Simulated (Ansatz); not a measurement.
Calculated with Ansatz (gas phase, PBE0-D4/def2-TZVP geometries, no zero-point term in ΔE). CBS: MP2 limit from def2 TZ/QZ plus the TZ coupled-cluster correction, frozen cores. This one scheme is used for every species. Functionals use def2-TZVPP. B3LYP here is the variant with VWN-RPA as its local correlation; programs differ in this. HSE06 is defined as in plane-wave codes. For Ti outer-core shells are correlated without core-valence functions, which leaves a few kJ/mol of doubt a bond. Scalar relativity is left out up to krypton. One conformer a species, not always the lowest.

`C[SiH2]C` + `[SH][Ti]([Cl])([Cl])[Cl]` → `C[SiH2][S][Ti]([Cl])([Cl])[Cl]` + CH₄  (ligand exchange at the Si–C bond)

**Question.** Is it downhill or uphill in electronic energy at CCSD(T)/CBS, and by how much? (Estimate.)

**Answer.** Ansatz gave: Downhill: ΔE = -0.96 eV.

**Question.** What do these levels give: BLYP-D4, B3LYP-D4, HSE06-D4, BHLYP-D4, PBE, revPBE, B3LYP, r2SCANh, HSE06, RPA@PBE/def2-TZVPP, HF/def2-QZVPP, MP2/def2-QZVPP? (Estimate.)

**Answer.** Computed: BLYP-D4 -0.94, B3LYP-D4 -0.94, HSE06-D4 -0.93, BHLYP-D4 -0.96, PBE -0.82, revPBE -0.78, B3LYP -0.76, r2SCANh -0.89, HSE06 -0.83, RPA@PBE/def2-TZVPP -0.85, HF/def2-QZVPP -0.74, MP2/def2-QZVPP -1.05 eV.

Largest T1 diagnostic among the species: 0.026, so the coupled-cluster value is less sure than usual.

In def2-TZVPP, CCSD(T) changes the Hartree–Fock value by −0.17 eV (the triples alone add −0.06 eV) and MP2 by −0.28 eV. The D4 term adds −0.18 eV with B3LYP and −0.10 eV with PBE0; it sums over pairs of atoms, weighted by their polarisabilities, and B3LYP, whose exchange is more repulsive, gets the larger term.
